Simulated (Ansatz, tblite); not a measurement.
Removing and adding an electron: Ge₂₀H₃₀, a nanocrystal cut from cubic germanium. The state is a singlet with charge 0. Geometry: PBE-D4/def2-SVP. Ansatz, gas phase; energy differences of separate SCF runs; the oxidised species was run as a doublet alone; the reduced species was run as a doublet alone.

```xyz
50

Ge   -0.867    2.138   -2.041
Ge   -2.790   -1.320   -2.958
Ge    2.557    0.031   -1.716
Ge    0.469   -3.324   -2.648
Ge   -4.070    1.272    0.296
Ge    1.372    2.432    1.301
Ge   -1.938    1.551    3.480
Ge   -0.620   -0.931    0.498
Ge    2.886   -3.005    0.958
Ge    1.759   -0.720    3.831
Ge   -1.758    0.721   -3.829
Ge   -2.886    3.007   -0.958
Ge    0.621    0.934   -0.498
Ge   -1.372   -2.432   -1.300
Ge    1.937   -1.553   -3.479
Ge    4.071   -1.271   -0.297
Ge   -2.558   -0.031    1.716
Ge   -0.470    3.322    2.649
Ge    2.792    1.319    2.958
Ge    0.868   -2.136    2.042
H    -0.080    3.327   -2.679
H    -4.193   -0.980   -2.382
H    -2.991   -2.313   -4.143
H     3.351    1.216   -2.354
H    -0.160   -4.057   -3.872
H     1.312   -4.362   -1.856
H    -4.850    0.365   -0.697
H    -5.112    1.961    1.228
H     2.163    3.623    0.671
H    -3.252    2.206    4.007
H    -1.253    0.836    4.678
H     2.564   -4.195    0.011
H     3.830   -3.533    2.081
H     0.662   -0.339    4.864
H     2.851   -1.543    4.579
H    -2.851    1.543   -4.578
H    -0.661    0.340   -4.862
H    -3.830    3.533   -2.082
H    -2.566    4.197   -0.012
H    -2.163   -3.620   -0.667
H     1.252   -0.839   -4.678
H     3.251   -2.208   -4.004
H     5.111   -1.962   -1.231
H     4.853   -0.364    0.694
H    -3.351   -1.218    2.351
H    -1.315    4.359    1.856
H     0.157    4.058    3.873
H     2.997    2.312    4.143
H     4.193    0.977    2.379
H     0.079   -3.325    2.678
```

The xTB rows come from tblite. Single mean-field runs in def2-TZVP are fitted with def2-universal-jkfit.

| level | −HOMO (eV) | vertical IE (eV) | −LUMO (eV) | vertical EA (eV) | HOMO–LUMO gap (eV) | IE − EA (eV) | remarks |
| --- | --- | --- | --- | --- | --- | --- | --- |
| GFN1-xTB | 11.86 | 13.02 | 8.88 | 7.53 | 2.98 | 5.50 | – |
| GFN2-xTB | 10.15 | 11.48 | 6.47 | 5.08 | 3.68 | 6.41 | – |
| PBE-D4/def2-TZVP | 6.07 | – | 2.23 | 0.95 | 3.84 | – | HOMO above zero (-1 doublet) |
| PBE0-D4/def2-TZVP | 6.96 | 7.97 | 1.50 | 0.67 | 5.45 | 7.31 | HOMO above zero (-1 doublet) |
| BHLYP-D4/def2-TZVP | 7.74 | 8.27 | 0.65 | 0.28 | 7.09 | 7.98 | HOMO above zero (-1 doublet) |

Run but left out: PBE-D4/def2-TZVP (charge +1 doublet: an occupied level 0.03 eV above an empty one).   A HOMO above zero means that the electron is unbound at that level or that self-interaction error raises the level; the energy of removing that electron tells which. Raw xTB energy differences between charge states are shifted by several eV; the methods need an empirical correction for them. Sets without diffuse functions give affinities that are too small.
